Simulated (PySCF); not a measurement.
C4H9B, SMILES C=CBCC.

The structure is a stationary point at PBE-D3(BJ)/def2-SVP. This is a generated structure with no PubChem entry under its InChIKey; it may be hypothetical. One conformer was computed; it need not be the lowest.

Level of theory: PBE-D3(BJ)/def2-SVP in PySCF 2.14.0.

Frequencies are harmonic and unscaled.

Computed harmonic wavenumbers and intensities:
| mode | ν (cm⁻¹) | IR (km/mol) | moving atoms (share of kinetic energy) |
|---|---|---|---|
| 1 | 79 | 1.6 | C 52 %, H 47 % |
| 2 | 123 | 3.8 | H 72 %, B 16 %, C 12 % |
| 3 | 193 | 0.3 | C 69 %, H 27 % |
| 4 | 261 | 0.3 | H 52 %, C 45 % |
| 5 | 286 | 1.0 | H 70 %, C 24 % |
| 6 | 425 | 0.9 | H 75 %, C 20 % |
| 7 | 516 | 2.4 | H 75 %, C 24 % |
| 8 | 611 | 1.6 | C 50 %, H 37 %, B 13 % |
| 9 | 738 | 2.9 | B 41 %, C 32 %, H 26 % |
| 10 | 847 | 25.2 | H 74 %, B 19 % |
| 11 | 904 | 11.7 | H 59 %, C 24 %, B 17 % |
| 12 | 937 | 8.3 | H 81 %, C 15 % |
| 13 | 961 | 15.7 | H 71 %, C 15 %, B 14 % |
| 14 | 967 | 25.7 | H 73 %, C 27 % |
| 15 | 998 | 13.9 | H 73 %, C 22 % |
| 16 | 1025 | 11.1 | H 87 %, C 12 % |
| 17 | 1076 | 2.0 | C 49 %, H 48 % |
| 18 | 1191 | 31.9 | H 69 %, C 16 %, B 14 % |
| 19 | 1209 | 25.9 | H 74 %, B 13 %, C 13 % |
| 20 | 1264 | 1.3 | H 70 %, C 28 % |
| 21 | 1286 | 80.7 | H 49 %, C 34 %, B 17 % |
| 22 | 1338 | 1.2 | H 80 %, C 15 % |
| 23 | 1354 | 3.8 | H 75 %, C 24 % |
| 24 | 1390 | 43.4 | H 76 %, C 18 % |
| 25 | 1426 | 8.9 | H 96 % |
| 26 | 1431 | 6.8 | H 96 % |
| 27 | 1617 | 32.2 | C 85 %, H 14 % |
| 28 | 2487 | 174.4 | H 91 %, B 9 % |
| 29 | 2906 | 16.2 | H 94 % |
| 30 | 2963 | 14.0 | H 92 % |
| 31 | 2965 | 20.1 | H 97 % |
| 32 | 3044 | 29.3 | H 91 %, C 9 % |
| 33 | 3046 | 14.9 | H 93 % |
| 34 | 3053 | 18.3 | H 91 %, C 9 % |
| 35 | 3062 | 18.0 | H 93 % |
| 36 | 3159 | 6.7 | H 90 %, C 10 % |
